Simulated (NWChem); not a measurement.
Species: CdICl; SMILES [Cl][Cd][I]

Results from NWChem. The geometry was optimised at PBE0/def2-SVP. Not confirmed as a minimum by frequencies. def2 effective core potentials on Cd, I; no spin-orbit coupling.

Diagonal of the polarisability tensor at PBE/def2-SVPD, static: 65.89, 127.13, 64.00 bohr³.

Question: Find the mean polarisability volume, the molar refraction, and the refractive index that an ideal gas of it would have at 273.15 K and 1 atm.

Answer: 
1. Mean: one third of the trace = 85.68 bohr³ × 0.14818 Å³/bohr³ = 12.70 Å³.
2. Molar refraction (Lorentz-Lorenz): (4π/3) N_A α = 32.0 cm³/mol.
3. Number density p/kT = 2.687 × 10⁻⁵ Å⁻³; n − 1 = 2π N α = 21.43 × 10⁻⁴.
4. These hold the electronic response alone: vibrational and orientational terms add to the static dielectric constant.
